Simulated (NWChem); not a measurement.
System: SiH2Cl2; SMILES Cl[SiH2]Cl

The following NWChem deck was run.

```
start job
memory heap 200 mb stack 900 mb global 1100 mb
geometry units angstroms
  Si     0.000000     0.000000    -0.757262
  Cl    -1.683953     0.000000     0.422027
  Cl     1.683953     0.000000     0.422027
  H      0.000000     1.233028    -1.581913
  H      0.000000    -1.233028    -1.581913
end
basis spherical
  * library def2-svp
end
dft
  xc becke88 lyp
  iterations 150
end
driver
  maxiter 120
end
task dft optimize
task dft freq
```

Excerpt of the output:

```
             Northwest Computational Chemistry Package (NWChem) 7.3.0
             --------------------------------------------------------

 C2V symmetry detected

                             Geometry "geometry" -> ""
                             -------------------------

 Output coordinates in angstroms (scale by  1.889725989 to convert to a.u.)

  No.       Tag          Charge          X              Y              Z
 ---- ---------------- ---------- -------------- -------------- --------------
    1 Si                  14.0000     0.00000000     0.00000000    -0.76893048
    2 Cl                  17.0000    -1.68395300     0.00000000     0.41035852
    3 Cl                  17.0000     1.68395300     0.00000000     0.41035852
    4 H                    1.0000     0.00000000     1.23302800    -1.59358148
    5 H                    1.0000     0.00000000    -1.23302800    -1.59358148

 Effective nuclear repulsion energy (a.u.)     190.5726719261

      Symmetry information
      --------------------

 Group name             C2v
 Group number             16
 Group order               4
 No. of unique centers     3

                                Z-matrix (autoz)
                                --------

 Units are Angstrom for bonds and degrees for angles

      Type          Name      I     J     K     L     M      Value
      ----------- --------  ----- ----- ----- ----- ----- ----------
    1 Stretch                  1     2                       2.05583
    2 Stretch                  1     3                       2.05583
    3 Stretch                  1     4                       1.48338
    4 Stretch                  1     5                       1.48338
    5 Bend                     2     1     3               109.99213
    6 Bend                     2     1     4               108.59633
    7 Bend                     2     1     5               108.59633
    8 Bend                     3     1     4               108.59633
    9 Bend                     3     1     5               108.59633
   10 Bend                     4     1     5               112.45067

                           NWChem Geometry Optimization
                           ----------------------------

 maximum gradient threshold         (gmax) =   0.000450
 rms gradient threshold             (grms) =   0.000300
 maximum cartesian step threshold   (xmax) =   0.001800
 rms cartesian step threshold       (xrms) =   0.001200
 fixed trust radius                (trust) =   0.300000
 source of zmatrix                         =   autoz

          -------------------
          Energy Minimization
          -------------------

 Using diagonal initial Hessian
 Scaling for Hessian diagonals: bonds = 1.00  angles = 0.25  torsions = 0.10

          --------
          Step   0

                                 NWChem DFT Module
                                 -----------------

 Summary of "ao basis" -> "ao basis" (spherical)
 ------------------------------------------------------------------------------
       Tag                 Description            Shells   Functions and Types
 ---------------- ------------------------------  ------  ---------------------
 Si                         def2-svp                 8       18   4s3p1d
 Cl                         def2-svp                 8       18   4s3p1d
 H                          def2-svp                 3        5   2s1p

      Symmetry analysis of basis
      --------------------------

        a1         26
        a2          7
        b1         18
        b2         13

            General Information
            -------------------
          SCF calculation type: DFT
          Wavefunction type:  closed shell.
          No. of atoms     :     5
          No. of electrons :    50
           Alpha electrons :    25
            Beta electrons :    25
          Charge           :     0
          Spin multiplicity:     1
          Use of symmetry is: on ; symmetry adaption is: on
          Maximum number of iterations: 150
          AO basis - number of functions:    64
                     number of shells:    30
          Convergence on energy requested:  1.00D-06
          Convergence on density requested:  1.00D-05
          Convergence on gradient requested:  5.00D-04

              XC Information
              --------------
                    Becke 1988 Exchange Functional  1.000
              Lee-Yang-Parr Correlation Functional  1.000

             Grid Information
             ----------------
          Grid used for XC integration:  medium
          Radial quadrature: Mura-Knowles
          Angular quadrature: Lebedev.
          Tag              B.-S. Rad. Rad. Pts. Rad. Cut. Ang. Pts.
          ---              ---------- --------- --------- ---------
          Si                  1.10       88           7.0       590
          Cl                  1.00       88           9.0       590
          H                   0.35       45           8.0       434
          Grid pruning is: on
          Number of quadrature shells:   221
          Spatial weights used:  Erf1

      Superposition of Atomic Density Guess
      -------------------------------------

 Sum of atomic energies:       -1208.38414075

      Non-variational initial energy
      ------------------------------

 Total energy =   -1209.035501
 1-e energy   =   -2051.399679
 2-e energy   =     651.791506
 HOMO         =      -0.368020
 LUMO         =       0.086058

      Symmetry analysis of molecular orbitals - initial
      -------------------------------------------------

  Numbering of irreducible representations:

     1 a1          2 a2          3 b1          4 b2

  Orbital symmetries:

     1 a1          2 b1          3 a1          4 a1          5 b1
     6 a1          7 b1          8 b2          9 a1         10 b1
    11 a2         12 a1         13 b2         14 b1         15 a1
    16 a1         17 b1         18 a1         19 b1         20 a1
    21 b2         22 a2         23 a1         24 b1         25 b2
    26 a1         27 b1         28 a1         29 b2         30 a1
    31 b2         32 a1         33 b1         34 a1         35 a2

   convergence    iter        energy       DeltaE   RMS-Dens  Diis-err
 ---------------- ----- ----------------- --------- --------- ---------
 d= 0,ls=0.0,diis     1  -1210.7228814128 -1.40D+03  2.04D-02  5.28D-01
 d= 0,ls=0.0,diis     2  -1210.6774476216  4.54D-02  1.47D-02  6.31D-01
 d= 0,ls=0.0,diis     3  -1210.7697664963 -9.23D-02  3.79D-03  5.99D-02
 d= 0,ls=0.0,diis     4  -1210.7785593206 -8.79D-03  7.33D-04  1.55D-03
 d= 0,ls=0.0,diis     5  -1210.7787476583 -1.88D-04  1.28D-04  4.63D-05
  Resetting Diis
 d= 0,ls=0.0,diis     6  -1210.7787543914 -6.73D-06  2.71D-05  2.57D-06
 d= 0,ls=0.0,diis     7  -1210.7787548913 -5.00D-07  6.70D-06  6.83D-08

         Total DFT energy =    -1210.778754891268
      One electron energy =    -2052.450447610756
           Coulomb energy =      729.276216169281
    Exchange-Corr. energy =      -78.177195375881
 Nuclear repulsion energy =      190.572671926087

 Numeric. integr. density =       49.999993980918

                  Occupations of the irreducible representations
                  ----------------------------------------------

                     irrep           alpha         beta
                     --------     --------     --------
                     a1               11.0         11.0
                     a2                2.0          2.0
                     b1                8.0          8.0
                     b2                4.0          4.0

                       DFT Final Molecular Orbital Analysis
                       ------------------------------------

 Vector   23  Occ=2.000000D+00  E=-2.848267D-01  Symmetry=a2
              MO Center=  1.8D-13, -2.7D-15,  3.7D-01, r^2= 3.8D+00
   Bfn.  Coefficient  Atom+Function         Bfn.  Coefficient  Atom+Function
  ----- ------------  ---------------      ----- ------------  ---------------
    30      0.458520  2 Cl py                48     -0.458520  3 Cl py
    27      0.340561  2 Cl py                45     -0.340561  3 Cl py
    24      0.198670  2 Cl py                42     -0.198670  3 Cl py
    14     -0.068386  1 Si d -2

[...]

      ----------------------
      Optimization converged
      ----------------------

  Step       Energy      Delta E   Gmax     Grms     Xrms     Xmax
  ---- ---------------- -------- -------- -------- -------- --------
@    3   -1210.77939918 -6.1D-07  0.00011  0.00005  0.00060  0.00110
                                     ok       ok       ok       ok

                                Z-matrix (autoz)
                                --------

 Units are Angstrom for bonds and degrees for angles

      Type          Name      I     J     K     L     M      Value     Gradient
      ----------- --------  ----- ----- ----- ----- ----- ---------- ----------
    1 Stretch                  1     2                       2.08445   -0.00001
    2 Stretch                  1     3                       2.08445   -0.00001
    3 Stretch                  1     4                       1.49210    0.00011
    4 Stretch                  1     5                       1.49210    0.00011
    5 Bend                     2     1     3               110.68310   -0.00003
    6 Bend                     2     1     4               108.51343    0.00001
    7 Bend                     2     1     5               108.51343    0.00001
    8 Bend                     3     1     4               108.51343    0.00001
    9 Bend                     3     1     5               108.51343    0.00001
   10 Bend                     4     1     5               112.11584   -0.00002

                         Geometry "geometry" -> "geometry"
                         ---------------------------------

 Output coordinates in angstroms (scale by  1.889725989 to convert to a.u.)

  No.       Tag          Charge          X              Y              Z
 ---- ---------------- ---------- -------------- -------------- --------------
    1 Si                  14.0000     0.00000000     0.00000000    -0.76798425
    2 Cl                  17.0000    -1.71457882     0.00000000     0.41740780
    3 Cl                  17.0000     1.71457882     0.00000000     0.41740780
    4 H                    1.0000     0.00000000     1.23784789    -1.60110387
    5 H                    1.0000     0.00000000    -1.23784789    -1.60110387

 Effective nuclear repulsion energy (a.u.)     187.8921015078

      Symmetry information
      --------------------

 Group name             C2v
 Group number             16
 Group order               4
 No. of unique centers     3

                Final and change from initial internal coordinates
                --------------------------------------------------

                                Z-matrix (autoz)
                                --------

 Units are Angstrom for bonds and degrees for angles

      Type          Name      I     J     K     L     M      Value       Change
      ----------- --------  ----- ----- ----- ----- ----- ---------- ----------
    1 Stretch                  1     2                       2.08445    0.02862
    2 Stretch                  1     3                       2.08445    0.02862
    3 Stretch                  1     4                       1.49210    0.00872
    4 Stretch                  1     5                       1.49210    0.00872
    5 Bend                     2     1     3               110.68310    0.69097
    6 Bend                     2     1     4               108.51343   -0.08290
    7 Bend                     2     1     5               108.51343   -0.08290
    8 Bend                     3     1     4               108.51343   -0.08290
    9 Bend                     3     1     5               108.51343   -0.08290
   10 Bend                     4     1     5               112.11584   -0.33483

 ==============================================================================
                                internuclear distances
 ------------------------------------------------------------------------------
       center one      |      center two      | atomic units |  angstroms
 ------------------------------------------------------------------------------
    2 Cl               |   1 Si               |     3.93904  |     2.08445
    3 Cl               |   1 Si               |     3.93904  |     2.08445
    4 H                |   1 Si               |     2.81966  |     1.49210
    5 H                |   1 Si               |     2.81966  |     1.49210
 ------------------------------------------------------------------------------
                         number of included internuclear distances:          4
 ==============================================================================

[second-derivative integrals and response iterations left out]

  Vibrational analysis via the FX method

  See chapter 2 in "Molecular Vibrations" by Wilson, Decius and Cross

  Vib: Default input used

[...]

 Rotational Constants
 --------------------
 A=   0.458829 cm-1  (  0.660137 K)
 B=   0.080779 cm-1  (  0.116220 K)
 C=   0.070460 cm-1  (  0.101374 K)

 Temperature                      =   298.15K
 frequency scaling parameter      =   1.0000

 Zero-Point correction to Energy  =   12.449 kcal/mol  (  0.019839 au)
 Thermal correction to Energy     =   15.103 kcal/mol  (  0.024068 au)
 Thermal correction to Enthalpy   =   15.695 kcal/mol  (  0.025012 au)

 Total Entropy                    =   68.842 cal/mol-K
   - Translational                =   39.698 cal/mol-K (mol. weight =  99.9303)
   - Rotational                   =   24.539 cal/mol-K (symmetry #  =        2)
   - Vibrational                  =    4.605 cal/mol-K

 Cv (constant volume heat capacity) =   13.124 cal/mol-K
   - Translational                  =    2.979 cal/mol-K
   - Rotational                     =    2.979 cal/mol-K
   - Vibrational                    =    7.165 cal/mol-K

[normal modes left out]

 ----------------------------------------------------------------------------
 Normal Eigenvalue ||           Projected Infra Red Intensities
  Mode   [cm**-1]  || [atomic units] [(debye/angs)**2] [(KM/mol)] [arbitrary]
 ------ ---------- || -------------- ----------------- ---------- -----------
    1       -0.000 ||    0.000012           0.000         0.012       0.002
    2        0.000 ||    0.000220           0.005         0.215       0.044
    3        0.000 ||    0.000128           0.003         0.124       0.026
    4        0.000 ||    0.000225           0.005         0.220       0.045
    5        0.000 ||    0.000110           0.003         0.107       0.022
    6        0.000 ||    0.001181           0.027         1.152       0.237
    7      178.703 ||    0.002689           0.062         2.622       0.541
    8      500.224 ||    0.039785           0.918        38.785       7.998
    9      562.525 ||    0.107582           2.482       104.876      21.628
   10      578.556 ||    0.037601           0.867        36.655       7.559
   11      688.045 ||    0.000000           0.000         0.000       0.000
   12      871.706 ||    0.257166           5.933       250.698      51.699
   13      932.544 ||    0.119634           2.760       116.625      24.050
   14     2192.874 ||    0.068019           1.569        66.308      13.674
   15     2207.145 ||    0.111788           2.579       108.977      22.473
 ----------------------------------------------------------------------------
```

Level: BLYP/def2-SVP.
